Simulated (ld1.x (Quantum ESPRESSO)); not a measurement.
What one change does to a pseudopotential (Tl (Z = 81), TM)

thallium, norm-conserving Troullier–Martins (Kleinman–Bylander form), made with ld1.x (Quantum ESPRESSO) 7.5 (LDA (PZ), scalar-relativistic). Core [Kr] 4d10 4f14, reference 5s2 5p6 5d10 6s0 6p0 (charge +3). Waves: 5s (bound): rc 1.30 bohr; 5p (bound): rc 1.60 bohr; 5d (bound): rc 2.00 bohr. Local part: all-electron potential smoothed inside 2.00 bohr (lloc = -2). Core correction: a·sin(br)/r model core, default radius (core density twice the valence density).

All-electron outer shells of the reference configuration (LDA (PZ), scalar-relativistic, ld1.x):

```tsv
shell	level (eV)	outermost node (bohr)	outermost maximum (bohr)
5s	-160.82	0.46	0.80
4f	-143.99	–	0.36
5p	-105.76	0.50	0.90
5d	-44.60	0.53	1.11
6s	-35.46	1.04	1.95
6p	-24.74	1.21	2.38
```

Change: reference 5s2 5p6 5d10 6s1 6p0 (6s counted twice).

Cutoffs: the cutoffs (Ry, on a coarse ladder) from which the occupation-weighted sum of valence levels, in a spherical-Bessel basis at the reference potential, stays within 10 and 1 mRy of its value at 400 Ry; they do not see the model core or the augmentation charge, which bear on the density cutoff. Errors are all-electron minus pseudo energies relative to the spin-unpolarised reference configuration.

Question: What does the change do?

Answer: The potential gets neither clearly harder nor softer (100 Ry and 160 Ry → 100 Ry and 160 Ry); the miss of the reference levels goes from 0.00 to 2.29 eV; neither file shows a bound ghost. In the changed file ld1.x takes every shell without a wave as core, so the model core holds the 6s electrons as well and exchange and correlation see them twice. This cancels in the reference configuration, but the file is broken for other ones, and its errors say nothing about a proper core correction.

```tsv
quantity	base	changed
cutoff, loose	100 Ry	100 Ry
cutoff, tight	160 Ry	160 Ry
bound ghosts	none	none
largest miss of a reference level, eV	0.00	2.29
largest error over its own tests, meV	-5739	-2531
s: phases at 2.20 bohr within 0.05 rad from the reference energy up to (Ry; the scan ends near 5)	-4.4	-3.6
p: phases at 2.20 bohr within 0.05 rad from the reference energy up to (Ry; the scan ends near 5)	-2.9	-2.1
d: phases at 2.20 bohr within 0.05 rad from the reference energy up to (Ry; the scan ends near 5)	0.0	0.8
```
